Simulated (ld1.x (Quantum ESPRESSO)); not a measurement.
# LDA (PZ) RRKJ dataset for aluminium (Al), non-relativistic all-electron reference.

ld1.x (Quantum ESPRESSO) 7.5 was run on this input:

```
&input
   title='Al', zed=13., rel=0, dft='PZ', iswitch=3,
   config='[Ne] 3s2 3p1 3d-2',
   nld=3, rlderiv=3.00, eminld=-3.0, emaxld=5.0, deld=0.02
 /
 &inputp
   pseudotype=2, tm=.false., rho0=0.01, lloc=0,
   nlcc=.true.,
   file_pseudopw='Al.UPF', file_wfcaegen='ae.wfc', file_wfcncgen='nc.wfc', file_beta='beta', file_chi='chi'
 /
3
3P  2  1   1.00   0.00  2.75  2.75  0.0
3D  3  2  -2.00   0.05  2.15  2.15  0.0
3S  1  0   2.00   0.00  1.90  1.90  0.0
 &test
   configts(1)='3s2 3p1'
 /
```

Command:

```bash
ld1.x < Al.in > Al.out
```

The program printed (shortened: banner, matrices, multipoles, cross overlaps and the repeated all-electron block are left out):

```
Program LD1 v.7.5
     --------------------------- All-electron run ----------------------------

     Al

     atomic number is 13.00
     dft =PZ   lsd =0 sic =0 latt =0  beta=0.20 tr2=1.0E-14
     Exchange-correlation= PZ
                           (   1   1   0   0   0   0   0)
     mesh =1135 r(mesh) = 100.48924 a.u. xmin = -7.00 dx = 0.01250
     1 Ry =  13.60569312 eV

     n l     nl                  e(Ry)          e(Ha)          e(eV)
     1 0     1S 1( 2.00)      -110.3120       -55.1560     -1500.8717
     2 0     2S 1( 2.00)        -7.8681        -3.9341      -107.0516
     2 1     2P 1( 6.00)        -5.1266        -2.5633       -69.7510
     3 0     3S 1( 2.00)        -0.5742        -0.2871        -7.8122
     3 1     3P 1( 1.00)        -0.2055        -0.1028        -2.7965

     final scf error:  5.8E-15 reached in  21 iterations

     Etot =    -482.618011 Ry,    -241.309006 Ha,   -6566.352557 eV

     Ekin =     481.327863 Ry,     240.663932 Ha,    6548.799196 eV
     Encl =   -1154.410176 Ry,    -577.205088 Ha,  -15706.550588 eV
     Eh   =     225.339071 Ry,     112.669535 Ha,    3065.894246 eV
     Exc  =     -34.874769 Ry,     -17.437385 Ha,    -474.495411 eV

     normalization and overlap integrals

     s(1S/1S) =  1.000000  <r> =   0.1210  <r2> =    0.0197  r(max) =   0.0789
     s(2S/2S) =  1.000000  <r> =   0.6310  <r2> =    0.4777  r(max) =   0.5016
     s(2P/2P) =  1.000000  <r> =   0.6051  <r2> =    0.4661  r(max) =   0.4264
     s(3S/3S) =  1.000000  <r> =   2.5388  <r2> =    7.5466  r(max) =   2.0597
     s(3P/3P) =  1.000000  <r> =   3.4362  <r2> =   14.2348  r(max) =   2.6447

     ------------------------ End of All-electron run ------------------------

     --------------------- Generating NC pseudopotential ---------------------

      Generating local pot.: lloc=0, matching radius rcloc =   1.9000

      Computing core charge for nlcc:

       r > 1.31 : true rho core
       r < 1.31 : rho core = a sin(br)/r    a=   1.85  b=   2.07

      Integrated core pseudo-charge :   1.49

      Wfc   3P  rcut= 2.746  Estimated cut-off energy=       23.08 Ry
      This function has    0 nodes for 0 < r <    2.746

      Wfc   3D  rcut= 2.138  Estimated cut-off energy=       48.91 Ry
      This function has    0 nodes for 0 < r <    2.138

     ------------------- End of pseudopotential generation -------------------

     Computing logarithmic derivative in   3.01566
     Computing logarithmic derivative in   3.01566
     Computing the partial wave expansion
       no projector for channel:   0
     R is outside the sphere for l=    1 j= 0.00
     R is outside the sphere for l=    2 j= 0.00

     ---------------------- Testing the pseudopotential ----------------------

     Al

     atomic number is 13.00   valence charge is  3.00
     dft =PZ   lsd =0 sic =0 latt =0  beta=0.20 tr2=1.0E-14
     mesh =1135 r(mesh) = 100.48924 xmin = -7.00 dx = 0.01250

     n l     nl             e AE (Ry)        e PS (Ry)    De AE-PS (Ry)
     1 0     3S   1( 2.00)       -0.57419       -0.57419       -0.00000
     2 1     3P   1( 1.00)       -0.20554       -0.20554       -0.00000

     eps = 6.7E-15  iter =  9

     Etot =    -482.618011 Ry,    -241.309006 Ha,   -6566.352557 eV
     Etotps =    -5.176768 Ry,      -2.588384 Ha,     -70.433522 eV

     Ekin =       1.250265 Ry,       0.625133 Ha,      17.010722 eV
     Encl =      -6.698510 Ry,      -3.349255 Ha,     -91.137876 eV
     Ehrt =       2.886240 Ry,       1.443120 Ha,      39.269294 eV
     Ecxc =      -2.590933 Ry,      -1.295466 Ha,     -35.251433 eV
     (Ecc =      -1.239483 Ry,      -0.619741 Ha,     -16.864020 eV)
     Epseu=      -0.023830 Ry,      -0.011915 Ha,      -0.324229 eV

     ---------------------- End of pseudopotential test ----------------------
```

Generation and configuration tests took about 0.9 s on one core of a shared server CPU.

Transferability test of the new file with ld1.x, input:

```
&input
   title='Al', zed=13., rel=0, dft='PZ', iswitch=2,
   config='[Ne] 3s2 3p1 3d-2'
 /
 &test
   file_pseudo='Al.UPF', nconf=10,
   configts(1)='3s2 3p1',
   configts(2)='3s2 3p0',
   configts(3)='3s1 3p0',
   configts(4)='3s2 3p0.5',
   configts(5)='3s1 3p2',
   configts(6)='3s2 3p1.3',
   configts(7)='3s0 3p3',
   configts(8)='3s1 3p1',
   configts(9)='3s2 3p1', lsdts(9)=1,
   configts(10)='3s1 3p0', lsdts(10)=1
 /
```

```bash
ld1.x < Al.test.in > Al.test.out
```

Pseudopotential blocks of its output, shortened (energy terms left out):

```
     ---------------------- Testing the pseudopotential ----------------------

     n l     nl             e AE (Ry)        e PS (Ry)    De AE-PS (Ry)
     1 0     3S   1( 2.00)       -0.57419       -0.57419        0.00000
     2 1     3P   1( 1.00)       -0.20554       -0.20554        0.00000

     eps = 4.1E-15  iter = 13

     Etot =    -482.618011 Ry,    -241.309006 Ha,   -6566.352557 eV
     Etotps =    -5.176769 Ry,      -2.588384 Ha,     -70.433528 eV

     ---------------------- End of pseudopotential test ----------------------

          ---------------------- Testing the pseudopotential ----------------------

     n l     nl             e AE (Ry)        e PS (Ry)    De AE-PS (Ry)
     1 0     3S   1( 2.00)       -1.09490       -1.09400       -0.00090
     2 1     3P   1( 0.00)       -0.67385       -0.67316       -0.00069

     eps = 1.5E-16  iter =  7

     Etot =    -482.187564 Ry,    -241.093782 Ha,   -6560.496029 eV
     Etotps =    -4.746570 Ry,      -2.373285 Ha,     -64.580369 eV
     dEtot_ae =       0.430447 Ry
     dEtot_ps =       0.430199 Ry,   Delta E=       0.000248 Ry

     ---------------------- End of pseudopotential test ----------------------

          ---------------------- Testing the pseudopotential ----------------------

     n l     nl             e AE (Ry)        e PS (Ry)    De AE-PS (Ry)
     1 0     3S   1( 1.00)       -1.75601       -1.75458       -0.00143
     2 1     3P   1( 0.00)       -1.27866       -1.27633       -0.00232

     eps = 5.7E-15  iter =  6

     Etot =    -480.765908 Ry,    -240.382954 Ha,   -6541.153407 eV
     Etotps =    -3.326197 Ry,      -1.663098 Ha,     -45.255214 eV
     dEtot_ae =       1.852103 Ry
     dEtot_ps =       1.850572 Ry,   Delta E=       0.001531 Ry

     ---------------------- End of pseudopotential test ----------------------

          ---------------------- Testing the pseudopotential ----------------------

     n l     nl             e AE (Ry)        e PS (Ry)    De AE-PS (Ry)
     1 0     3S   1( 2.00)       -0.82019       -0.81988       -0.00031
     2 1     3P   1( 0.50)       -0.42585       -0.42565       -0.00020

     eps = 3.4E-15  iter =  9

     Etot =    -482.461497 Ry,    -241.230749 Ha,   -6564.223077 eV
     Etotps =    -5.020295 Ry,      -2.510147 Ha,     -68.304592 eV
     dEtot_ae =       0.156514 Ry
     dEtot_ps =       0.156474 Ry,   Delta E=       0.000040 Ry

     ---------------------- End of pseudopotential test ----------------------

          ---------------------- Testing the pseudopotential ----------------------

     n l     nl             e AE (Ry)        e PS (Ry)    De AE-PS (Ry)
     1 0     3S   1( 1.00)       -0.63480       -0.63525        0.00045
     2 1     3P   1( 2.00)       -0.25092       -0.25078       -0.00014

     eps = 5.7E-15  iter = 13

     Etot =    -482.241535 Ry,    -241.120767 Ha,   -6561.230331 eV
     Etotps =    -4.800016 Ry,      -2.400008 Ha,     -65.307547 eV
     dEtot_ae =       0.376477 Ry
     dEtot_ps =       0.376753 Ry,   Delta E=      -0.000276 Ry

     ---------------------- End of pseudopotential test ----------------------

          ---------------------- Testing the pseudopotential ----------------------

     n l     nl             e AE (Ry)        e PS (Ry)    De AE-PS (Ry)
     1 0     3S   1( 2.00)       -0.44527       -0.44535        0.00008
     2 1     3P   1( 1.30)       -0.09101       -0.09103        0.00003

     eps = 8.2E-15  iter = 13

     Etot =    -482.662100 Ry,    -241.331050 Ha,   -6566.952418 eV
     Etotps =    -5.220861 Ry,      -2.610431 Ha,     -71.033437 eV
     dEtot_ae =      -0.044089 Ry
     dEtot_ps =      -0.044093 Ry,   Delta E=       0.000004 Ry

     ---------------------- End of pseudopotential test ----------------------

          ---------------------- Testing the pseudopotential ----------------------

     n l     nl             e AE (Ry)        e PS (Ry)    De AE-PS (Ry)
     1 0     3S   1( 0.00)       -0.68674       -0.68792        0.00118
     2 1     3P   1( 3.00)       -0.28995       -0.28978       -0.00017

     eps = 7.7E-15  iter = 12

     Etot =    -481.851027 Ry,    -240.925513 Ha,   -6555.917200 eV
     Etotps =    -4.408553 Ry,      -2.204277 Ha,     -59.981420 eV
     dEtot_ae =       0.766985 Ry
     dEtot_ps =       0.768216 Ry,   Delta E=      -0.001231 Ry

     ---------------------- End of pseudopotential test ----------------------

          ---------------------- Testing the pseudopotential ----------------------

     n l     nl             e AE (Ry)        e PS (Ry)    De AE-PS (Ry)
     1 0     3S   1( 1.00)       -1.15298       -1.15281       -0.00017
     2 1     3P   1( 1.00)       -0.72417       -0.72344       -0.00073

     eps = 1.2E-15  iter =  7

     Etot =    -481.762717 Ry,    -240.881358 Ha,   -6554.715681 eV
     Etotps =    -4.321562 Ry,      -2.160781 Ha,     -58.797844 eV
     dEtot_ae =       0.855295 Ry
     dEtot_ps =       0.855207 Ry,   Delta E=       0.000088 Ry

     ---------------------- End of pseudopotential test ----------------------

          ---------------------- Testing the pseudopotential ----------------------

     n l     nl             e AE (Ry)        e PS (Ry)    De AE-PS (Ry)
     1 0     3S   1( 1.00)       -0.59118       -0.59142        0.00024
     2 1     3P   1( 1.00)       -0.22116       -0.22132        0.00016
     1 0     3S   2( 1.00)       -0.54707       -0.54661       -0.00047
     2 1     3P   2( 0.00)       -0.18067       -0.18035       -0.00032

     eps = 7.0E-15  iter = 14

     Etot =    -482.627988 Ry,    -241.313994 Ha,   -6566.488304 eV
     Etotps =    -5.186868 Ry,      -2.593434 Ha,     -70.570938 eV
     dEtot_ae =      -0.009977 Ry
     dEtot_ps =      -0.010099 Ry,   Delta E=       0.000122 Ry

     ---------------------- End of pseudopotential test ----------------------

          ---------------------- Testing the pseudopotential ----------------------

     n l     nl             e AE (Ry)        e PS (Ry)    De AE-PS (Ry)
     1 0     3S   1( 1.00)       -1.80309       -1.80212       -0.00097
     2 1     3P   1( 0.00)       -1.32057       -1.31904       -0.00153
     1 0     3S   2( 0.00)       -1.65069       -1.65176        0.00107
     2 1     3P   2( 0.00)       -1.17885       -1.17815       -0.00070

     eps = 3.4E-17  iter =  6

     Etot =    -480.797269 Ry,    -240.398634 Ha,   -6541.580090 eV
     Etotps =    -3.357521 Ry,      -1.678760 Ha,     -45.681398 eV
     dEtot_ae =       1.820743 Ry
     dEtot_ps =       1.819248 Ry,   Delta E=       0.001495 Ry

     ---------------------- End of pseudopotential test ----------------------
```
